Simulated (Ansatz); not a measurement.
The cluster Ta₂P₂ (the lowest singlet isomer of a short search). The state is a singlet with charge 0. Geometry PBE0-D4/def2-SVP, basis def2-TZVP, Ansatz.

```xyz
4

Ta    0.070   -1.193   -0.807
Ta    0.778    1.000   -0.689
P     0.558   -0.254    1.350
P    -1.406    0.447    0.145
```

```csv
run,HOMO (eV),LUMO (eV)
A,-3.88,-2.77
B,-4.57,-2.34
C,-4.05,-2.55
D,-5.81,-1.42
E,-4.72,-2.11
F,-4.04,-3.04
```

In the def2 sets Ta takes a core potential; there is no spin–orbit coupling. B3LYP takes the VWN-RPA correlation. The structure comes from a short search, and lower isomers may exist.

Problem. The runs used B3LYP, CAM-B3LYP, LDA (SPW92), PBE, PBE0, r2SCAN. Estimate which is which.

Solution. A PBE (0 % exact exchange); B B3LYP (20 % exact exchange); C r2SCAN (0 % exact exchange); D CAM-B3LYP (range-separated); E PBE0 (25 % exact exchange); F LDA (SPW92) (0 % exact exchange). Exact exchange lowers occupied and raises empty levels; among semilocal functionals meta-GGAs tend to open the gap a little, and such runs are hard to tell apart. The gap grows from 1.00 eV (LDA (SPW92)) to 4.39 eV (CAM-B3LYP).
